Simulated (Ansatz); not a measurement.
`C=C[NH][GaH2]`. Total charge 0; spin multiplicity 1. The structure was optimised at the PBE0-D4/def2-TZVP level. It is one conformer, not always the lowest.

```xyz
10

C    -1.103    0.085   -1.664
C    -0.699   -0.018   -0.396
N     0.600    0.046    0.061
Ga    1.167   -0.094    1.799
H    -0.403    0.234   -2.479
H    -2.154    0.019   -1.908
H    -1.436   -0.167    0.390
H     1.277    0.185   -0.676
H     2.706    0.016    2.016
H     0.043   -0.307    2.857
```

Q: What is the dipole moment at B3LYP/def2-TZVPP? (Best estimate.)

A: Computed: 0.84 D, with components (0.78, 0.03, 0.32) D in this frame, pointing from negative to positive charge.

Q: And with PBE, r2SCAN, ωB97M-V? (Estimate.)

A: Ansatz gave: PBE 0.73 D, r2SCAN 0.82 D, ωB97M-V 1.02 D.

Q: Give the Mulliken charges with B3LYP, r2SCAN, PBE in def2-TZVPP. (Estimate.)

A: Computed: 
| atom | B3LYP | r2SCAN | PBE |
| --- | --- | --- | --- |
| C1 | -0.28 | -0.28 | -0.25 |
| C2 | 0.01 | 0.08 | -0.01 |
| N3 | -0.23 | -0.28 | -0.17 |
| Ga4 | 0.21 | 0.23 | 0.14 |
| H5 | 0.07 | 0.05 | 0.06 |
| H6 | 0.09 | 0.08 | 0.09 |
| H7 | 0.10 | 0.08 | 0.08 |
| H8 | 0.13 | 0.15 | 0.14 |
| H9 | -0.04 | -0.05 | -0.03 |
| H10 | -0.05 | -0.06 | -0.04 |

B3LYP here is the variant with VWN-RPA as its local correlation; programs differ in this.
